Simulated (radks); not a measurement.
Radial electron density D(r) = 4 pi r^2 rho(r) of an atom or ion with 50.75 electrons. Method: scalar-relativistic Kohn-Sham, LDA (Slater exchange, Perdew-Wang correlation), spin-polarised, spherical densities, finite nucleus; Fermi nuclear charge, rms radius of each element as measured or else 0.836 A^(1/3) + 0.57 fm; computed with a radial shooting solver on a logarithmic mesh with Libxc functionals.

```
   r/bohr * D(r) (the largest magnitude, 88.7, reaches the edge; | marks zero)
 0.004343 |            *
 0.005746 |                  *
 0.007602 |                         *
  0.01006 |                                 *
  0.01331 |                                       *
  0.01761 |                                           *
   0.0233 |                                         *
  0.03083 |                                      *
  0.04079 |                                      *
  0.05397 |                                             *
  0.07141 |                                                      *
  0.09449 |                                                      *
    0.125 |                                            *
   0.1654 |                                        *
   0.2189 |                                              *
   0.2896 |                                         *
   0.3862 |                      *
   0.5111 |               *
   0.6762 |                 *
   0.8947 |             *
    1.184 |     *
    1.566 |  *
    2.072 | *
    2.742 |*
    3.628 *
      4.8 *
```

What is the nuclear charge?

Answer. Z = 54. The innermost maximum, from 1s, lies near gamma/Z bohr with gamma = sqrt(1 - (Z/c)^2) = 0.919, here 0.017 bohr (found: 0.0186), and its height grows with Z. The density is that of the xenon ion Xe3.25+ in [Kr] 4d10 5s2 5p(up 2.5, down 0.25); the configuration itself is not fixed sharply by these data, and Z only to a few units. D(r) has 4 maxima, at r = 0.0186, 0.0825, 0.235, 0.671 bohr, and minima at 0.0362, 0.155, 0.495 bohr, inside which lie 1.97, 11.16, 29.02 electrons.
